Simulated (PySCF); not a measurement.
A structure optimised at PBE0-D3(BJ)/def2-TZVP, used in a PySCF frequency run:

```
Ga
F 1 1.6610
F 1 1.6610 2 180.00
```
Charge +1, spin multiplicity 1.

Question: Write its SMILES, formula and point group.

Answer: [F][Ga+][F], F2Ga, D∞h

Question: What are its rotational constants (standard atomic weights)?

Answer: 4.8211 GHz (linear rotor, B only)
